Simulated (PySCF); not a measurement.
## A survey of 33S NMR shifts

All values are calculated (PySCF): structure optimised with GFN2-xTB, NMR shieldings at PBE0/pcSseg-1/GIAO. No solvent, one computed conformer, one averaged value for each set of equivalent atoms, relativity neglected.

Shieldings were converted by a linear fit to measured shifts: 33S (scatter 33.3 ppm rms vs sulfate, solution or neat liquid). Occasional misses reach two or three times the rms, and more in compound classes unlike the fitted ones.

(1) Give the 33S shifts of `C[C@@H]1COC1=S`, `CCOCSC1=C(F)C1`, `O=[S@]1C=CCC1`.

(2) Order these by 33S shift, lowest first.
A. [SiH3]O[SiH2]SCC1CC1
B. C/C=C/[C@H](F)OC(C)=S
C. [SiH3]/C=C\S[SiH2]Cl
D. CS[C@@H]([SiH3])[SiH2]C(C)=O
E. C#CC[S@](C)=O
F. CS[Si@@H]1[C@@H](C)[C@@H]1O[SiH3]

## Answers

(1) 
```csv
compound,environment,δ (ppm)
C[C@@H]1COC1=S,thione sulfur,40
CCOCSC1=C(F)C1,sulfide sulfur,-317
O=[S@]1C=CCC1,sulfoxide sulfur,58
```

(2) F (-510 ppm, sulfur bonded to C, Si), A (-415 ppm, sulfur bonded to C, Si), C (-365 ppm, sulfur bonded to C, Si), D (-310 ppm, sulfide sulfur), E (14 ppm, sulfoxide sulfur), B (226 ppm, thione sulfur).
